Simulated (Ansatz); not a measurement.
`C#[C][SnH2][C]#C`. Charge 0, multiplicity 1. Sn: def2 effective core potential. The geometry is a stationary point of PBE0-D4/def2-TZVP.

```xyz
9

C    -2.521    1.195   -0.224
C    -1.587    0.443   -0.349
Sn    0.000   -0.875   -0.589
C     1.587   -0.159    0.542
C     2.522    0.241    1.191
H    -3.344    1.864   -0.109
H    -0.454   -2.403   -0.005
H     0.454   -0.905   -2.225
H     3.344    0.599    1.767
```

Problem. What is the dipole moment at ωB97M-V/def2-TZVPP? (Estimate.)

Solution. The calculation gave: 0.15 D, with components (0.00, -0.12, -0.09) D in this frame, pointing from negative to positive charge.

Problem. And with PBE, r2SCAN, B3LYP? (Estimate.)

Solution. Ansatz gave: PBE 0.15 D, r2SCAN 0.12 D, B3LYP 0.16 D.

Problem. Give the Mulliken charges with ωB97M-V, PBE, r2SCAN in def2-TZVPP. (An estimate is asked.)

Solution. The calculation gave: 
```csv
atom,ωB97M-V,PBE,r2SCAN
C1,-0.08,-0.10,-0.13
C2,-0.53,-0.44,-0.48
Sn3,0.91,0.87,0.99
C4,-0.53,-0.44,-0.48
C5,-0.08,-0.10,-0.13
H6,0.23,0.20,0.22
H7,-0.07,-0.10,-0.11
H8,-0.07,-0.10,-0.11
H9,0.23,0.20,0.22
```

B3LYP here is the variant with VWN-RPA as its local correlation; programs differ in this.
